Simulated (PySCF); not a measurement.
```xyz
7

S     -1.5093    -1.0432     0.2088
B      0.1106    -0.3149    -0.1023
S      0.4716     1.4395    -0.2922
S      1.4704    -1.4968    -0.2277
H     -2.2164     0.0963     0.2344
H     -0.7718     1.9186    -0.1317
H      2.4449    -0.5994    -0.4492
```

Charge 0, multiplicity 1.

### Question
Give the Mulliken and meta-Löwdin atomic charges from TPSSh-D3(BJ)/def2-TZVP // PBE0-D3(BJ)/def2-TZVP run with PySCF.

### Answer

```
atom  Mulliken (e)  meta-Löwdin (e)
----  ------------  ---------------
S1           -0.17            -0.03
B2            0.11            -0.18
S3           -0.17            -0.04
S4           -0.19            -0.03
H5            0.13             0.09
H6            0.13             0.09
H7            0.15             0.10
```
